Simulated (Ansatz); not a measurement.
Steps of a relaxation of C$_{3}$H$_{9}$FSn (`[CH3][Sn]([CH3])([CH3])[F]`) with RKS PBE-D4/def2-SVP.

```sh
$ ansatz run in.yaml --threads 4 --pin off --events-out ev --progress --plain --max-ram 11315MiB
```

```yaml
crystal:
  periodic: [false, false, false]
  atoms:
    - {symbol: C, position_ang: [-1.572000, 1.171900, 0.011700]}
    - {symbol: Sn, position_ang: [0.301600, 0.330700, -0.318000]}
    - {symbol: C, position_ang: [1.226700, 0.019200, 1.560900]}
    - {symbol: C, position_ang: [0.140200, -1.537500, -1.316100]}
    - {symbol: F, position_ang: [1.396200, 1.508400, -1.425800]}
    - {symbol: H, position_ang: [-2.238500, 0.554200, 0.621900]}
    - {symbol: H, position_ang: [-1.472500, 2.191800, 0.523000]}
    - {symbol: H, position_ang: [-2.079600, 1.394500, -0.985000]}
    - {symbol: H, position_ang: [1.384600, 1.007400, 2.136100]}
    - {symbol: H, position_ang: [0.636400, -0.656400, 2.217500]}
    - {symbol: H, position_ang: [2.245200, -0.443300, 1.434400]}
    - {symbol: H, position_ang: [-0.536900, -2.211500, -0.668900]}
    - {symbol: H, position_ang: [1.013000, -1.982800, -1.489600]}
    - {symbol: H, position_ang: [-0.457400, -1.375800, -2.273200]}
basis:
  gaussian: {orbitals: def2-SVP}
hamiltonian: {xc: pbe, dispersion: d4}
relax: {f_tol: 0.03, max_steps: 200}
```

Positions (Å) and forces (eV/Å) along the path, 5 of 5 steps:

```xyz
14
step=1 energy=-11794.7147 eV
C    -1.572    1.172    0.012   -1.138    2.388   -0.768
Sn    0.302    0.331   -0.318    0.256   -0.834    0.353
C     1.227    0.019    1.561    1.353    0.895    1.274
C     0.140   -1.538   -1.316   -5.950    1.355    0.405
F     1.396    1.508   -1.426    0.246    0.360   -0.230
H    -2.239    0.554    0.622   -0.144   -0.367    0.203
H    -1.472    2.192    0.523   -0.043   -0.969   -0.372
H    -2.080    1.395   -0.985    0.298   -0.286    0.823
H     1.385    1.007    2.136   -0.222   -1.071   -0.663
H     0.636   -0.656    2.217   -0.090    0.066   -0.196
H     2.245   -0.443    1.434   -0.468    0.206    0.048
H    -0.537   -2.212   -0.669    0.862    0.698   -0.582
H     1.013   -1.983   -1.490    4.350   -2.238   -0.942
H    -0.457   -1.376   -2.273    0.691   -0.202    0.647
14
step=2 energy=-11795.1722 eV
C    -1.657    1.268   -0.036   -0.146    0.431    0.050
Sn    0.249    0.248   -0.229    0.194    0.254   -0.319
C     1.349    0.037    1.635   -0.027    0.090    0.353
C     0.097   -1.586   -1.386   -1.545    0.194    0.378
F     1.344    1.474   -1.322    0.083    0.065   -0.077
H    -2.303    0.620    0.582   -0.191   -0.033    0.085
H    -1.543    2.250    0.489    0.085   -0.367   -0.123
H    -2.175    1.467   -1.006    0.329   -0.221    0.189
H     1.484    1.007    2.180   -0.162   -0.294   -0.349
H     0.716   -0.626    2.262    0.125    0.013    0.114
H     2.349   -0.437    1.520   -0.244    0.060   -0.184
H    -0.534   -2.264   -0.753    0.299    0.071   -0.262
H     1.058   -2.039   -1.557    0.942   -0.405   -0.148
H    -0.448   -1.446   -2.351    0.256    0.142    0.292
14
step=3 energy=-11795.2459 eV
C    -1.671    1.270   -0.008   -0.011    0.016   -0.101
Sn    0.242    0.247   -0.228   -0.245   -0.132    0.232
C     1.319    0.017    1.649    0.073   -0.036    0.083
C     0.077   -1.604   -1.359   -0.049   -0.026   -0.062
F     1.347    1.475   -1.322   -0.043   -0.092    0.048
H    -2.391    0.673    0.595    0.166    0.018   -0.099
H    -1.518    2.250    0.488    0.024   -0.045   -0.015
H    -2.099    1.446   -1.018    0.028   -0.033    0.130
H     1.455    1.018    2.108   -0.015   -0.078   -0.017
H     0.775   -0.642    2.370    0.097    0.172   -0.288
H     2.320   -0.417    1.439   -0.137    0.031    0.052
H    -0.535   -2.358   -0.812    0.147    0.210   -0.028
H     1.089   -2.022   -1.549   -0.137    0.049    0.000
H    -0.424   -1.381   -2.324    0.103   -0.053    0.064
14
step=4 energy=-11795.2630 eV
C    -1.667    1.275   -0.008    0.029   -0.012    0.001
Sn    0.228    0.242   -0.220   -0.010   -0.011    0.006
C     1.319    0.024    1.641   -0.025    0.007   -0.035
C     0.078   -1.596   -1.361   -0.002    0.033    0.027
F     1.343    1.448   -1.325   -0.021   -0.027    0.020
H    -2.364    0.660    0.595    0.012    0.008   -0.006
H    -1.510    2.247    0.498    0.001   -0.018   -0.012
H    -2.109    1.449   -1.008    0.012   -0.001    0.013
H     1.450    1.017    2.114    0.001   -0.018   -0.006
H     0.756   -0.636    2.331    0.010    0.012   -0.008
H     2.313   -0.421    1.441   -0.013    0.009    0.001
H    -0.525   -2.335   -0.796    0.011    0.010   -0.017
H     1.088   -2.013   -1.541   -0.013    0.015    0.004
H    -0.413   -1.390   -2.331    0.008   -0.007    0.011
14
step=5 energy=-11795.2636 eV
C    -1.665    1.275   -0.005    0.009   -0.004   -0.001
Sn    0.222    0.237   -0.217    0.001    0.003   -0.002
C     1.315    0.025    1.638   -0.004    0.001   -0.009
C     0.079   -1.595   -1.359    0.001    0.008    0.004
F     1.338    1.439   -1.325   -0.006   -0.007    0.006
H    -2.365    0.664    0.598   -0.002    0.002    0.000
H    -1.502    2.246    0.499   -0.001    0.000    0.000
H    -2.106    1.451   -1.005   -0.002    0.001    0.001
H     1.446    1.018    2.108    0.000    0.000    0.001
H     0.756   -0.635    2.331    0.001    0.000    0.002
H     2.308   -0.419    1.436    0.000    0.000    0.001
H    -0.523   -2.340   -0.802    0.000   -0.002   -0.002
H     1.091   -2.005   -1.536    0.001   -0.001   -0.001
H    -0.408   -1.390   -2.332    0.001   -0.001   -0.001
```

Run time 7 s (4 threads of an Arm Neoverse V2 on a shared host); peak host memory 0.18 GiB.
